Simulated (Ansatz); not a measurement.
C2H6BFO can be A, `BOC(C)F`, or B, `CCOBF`.

Gas-phase electronic energies from Ansatz, PBE0-D4/def2-TZVP geometries. CCSD(T)/CBS is the MP2 limit (def2-TZVPP, def2-QZVPP) plus CCSD(T) − MP2 in def2-TZVPP, frozen cores. Functionals use def2-TZVPP. B3LYP here is the variant with VWN-RPA as its local correlation; programs differ in this. One conformer a species, not always the lowest.

Question: Which isomer does CCSD(T)/CBS put lower? Give the gap. (Estimate.)

Answer: Computed: B, by 46.0 kcal/mol.

Question: Give E(B) − E(A) in kcal/mol with PBE0-D4, CCSD/def2-TZVPP, B3LYP, B2PLYP, CCSD(T)/def2-TZVPP, ωB97M-V, PBE-D4. (An estimate is asked.)

Answer: The calculation gave: PBE0-D4 -45.2, CCSD/def2-TZVPP -46.0, B3LYP -45.6, B2PLYP -46.1, CCSD(T)/def2-TZVPP -45.8, ωB97M-V -45.0, PBE-D4 -44.5. None reverses the order clearly.

Largest T1 diagnostic: 0.013.
